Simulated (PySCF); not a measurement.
## Rubidium: highly charged ions in a basis for the neutral atom

Rb¹⁰⁺ [Ar] 3d9, Rb¹¹⁺ [Ar] 3d8. All numbers are calculated (PySCF 2.14, scalar relativity by spin-free X2C-1e, in aug-cc-pVDZ-X2C (7s6p4d, 45 functions)). No spin-orbit coupling, so a gap to NIST mixes the basis error with missing relativistic terms.

Changed run: basis of the neutral atom used for a highly charged ion. This setting is unsound on purpose.

| species | method | sound run (hartree) | changed run (hartree) | converged |
| --- | --- | --- | --- | --- |
| Rb¹⁰⁺ | UHF | not run | -2944.84646 | yes |
| Rb¹⁰⁺ | B3LYP | not run | -2946.27138 | yes |
| Rb¹⁰⁺ | BP86 | not run | -2946.61545 | yes |
| Rb¹¹⁺ | UHF | not run | -2932.85602 | yes |
| Rb¹¹⁺ | B3LYP | not run | -2934.22174 | yes |
| Rb¹¹⁺ | BP86 | not run | -2934.56528 | yes |

Ionisation energy of Rb¹⁰⁺:

```csv
method,changed run (eV),NIST (eV)
UHF,326.28,313.1 ± 2.4
B3LYP,327.89,313.1 ± 2.4
BP86,327.90,313.1 ± 2.4
```

The contracted functions were made for the neutral atom and can be too rigid for a highly charged ion.
